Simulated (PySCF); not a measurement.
An unknown gives this computed stick spectrum. Level of theory: PySCF, TDDFT CAM-B3LYP/def2-SVPD, vertical, gas phase, core orbitals frozen in the response. Geometries: GFN2-xTB, one conformer each.

```csv
state,E (eV),f,"main configurations (H = HOMO, L = LUMO)"
S1,5.57,0.0008,H→L (88%)
S2,6.02,0.021,"H-2→L (24%), H→L+1 (16%), H→L+4 (10%)"
S3,6.22,0.0076,"H-2→L (32%), H→L+2 (14%)"
S4,6.23,0.0096,"H-1→L (38%), H-1→L+2 (14%)"
S5,6.41,0.135,"H→L+1 (30%), H-1→L+2 (14%)"
S6,6.55,0.145,"H→L+1 (28%), H-2→L+1 (15%), H-4→L (10%)"
S7,6.91,0.0078,"H-1→L (33%), H-2→L (17%), H-1→L+1 (11%)"
S8,6.95,0.049,"H-3→L (62%), H-1→L (11%)"
```

**Question.** Which structure fits? All have the formula C2H9FSi4.
A. `C=C[Si]1(F)[SiH2][SiH2][SiH2]1`
B. `C#C[SiH2][Si@H](F)[SiH2][SiH3]`
C. `F[Si@@H]1C([SiH3])=C[Si@H]1[SiH3]`

**Answer.** B. Its S1, at 5.57 eV, is the highest among the candidates; the nearest of the others has S1 at 4.84 eV. S1 is HOMO→LUMO (88%). Löwdin shares by element: HOMO silicon 47% or more, carbon 14% or more (atoms not listed hold the other 39%); LUMO silicon 62% or more, hydrogen 7% or more (atoms not listed hold the other 31%). At the same level the other candidates give, for their lowest levels:
- `F[Si@@H]1C([SiH3])=C[Si@H]1[SiH3]`: 4.84 eV (f 0.002); 5.75 eV (f 0.003); 5.79 eV (f 0.004); 5.97 eV (f 0.020); 6.33 eV (f 0.145); T1 4.16 eV; HOMO -8.74, LUMO -0.16 eV
- `C=C[Si]1(F)[SiH2][SiH2][SiH2]1`: 4.16 eV (f 0.000); 5.12 eV (f 0.001); 5.14 eV (f 0.000); 5.97 eV (f 0.046); 5.98 eV (f 0.565); T1 3.82 eV; HOMO -8.39, LUMO -0.81 eV

Shape of the structure used: `[CH:1]#[C:2][SiH2:3][Si@H:4]([F:5])[SiH2:6][SiH3:7]`: C2–Si3–Si4–F5 157°, Si3–Si4–Si6–Si7 -95°.
Triplets come from the Tamm–Dancoff approximation.
